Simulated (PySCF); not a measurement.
These are PBE-D3(BJ)/def2-TZVP // B3LYP-D3(BJ)/def2-TZVP (PySCF) values and carry that method's errors. Gas-phase values, no solvent. 

Reference species (SMILES): `C=C=NC` (neutral, multiplicity 1).

* **dipole moment**: 1.37 D
* **HOMO**: -5.42 eV
* **HOMO–LUMO gap**: 4.52 eV

Changed species: `C1=NCC1`.

Question: What does the change do to the dipole moment, HOMO and HOMO–LUMO gap?

Answer: the dipole moment increases by 0.95 D, to 2.32 D; the HOMO drops by 0.50 eV, to -5.92 eV; the HOMO–LUMO gap rises by 0.15 eV, to 4.67 eV.
